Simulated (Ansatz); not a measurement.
Two isomers of C2H5NSi: A = `N=C=C[SiH3]`, B = `C1=N[SiH2]C1`.

Computed with Ansatz on PBE0-D4/def2-TZVP structures; ΔE is electronic, products minus reactants. CCSD(T)/CBS is the MP2 limit (def2-TZVPP, def2-QZVPP) plus CCSD(T) − MP2 in def2-TZVPP, frozen cores. DFT in def2-TZVPP. B3LYP here is the variant with VWN-RPA as its local correlation; programs differ in this. One conformer a species, not always the lowest.

(1) Which isomer does CCSD(T)/CBS put lower? Give the gap. (Estimate.)

(2) Give E(B) − E(A) in kcal/mol with ωB97M-V, CCSD/def2-TZVPP, BLYP-D4, HF/def2-TZVPP, B2PLYP, r2SCAN-D4, B3LYP-D4. (An estimate is asked.)

(3) Does the order hold for the free energy at 298.15 K (harmonic terms from PBE0-D4)? (Best estimate.)

Largest T1 diagnostic: 0.015.

Answers

(1) Ansatz gave: B, by 11.9 kcal/mol.

(2) Ansatz gave: ωB97M-V -11.0, CCSD/def2-TZVPP -11.6, BLYP-D4 -2.5, HF/def2-TZVPP -8.5, B2PLYP -7.6, r2SCAN-D4 -6.9, B3LYP-D4 -5.5. None reverses the order clearly.

(3) Ansatz gave: Yes: G(B) − G(A) = -8.3 kcal/mol, for one conformer each.

From PBE to PBE0 (25 % exact exchange), in def2-TZVPP and without D4, E(B) − E(A) moves by −3.3 kcal/mol. In def2-TZVPP, CCSD(T) changes the Hartree–Fock value by −2.7 kcal/mol (the triples alone add +0.4 kcal/mol) and MP2 by −3.5 kcal/mol.
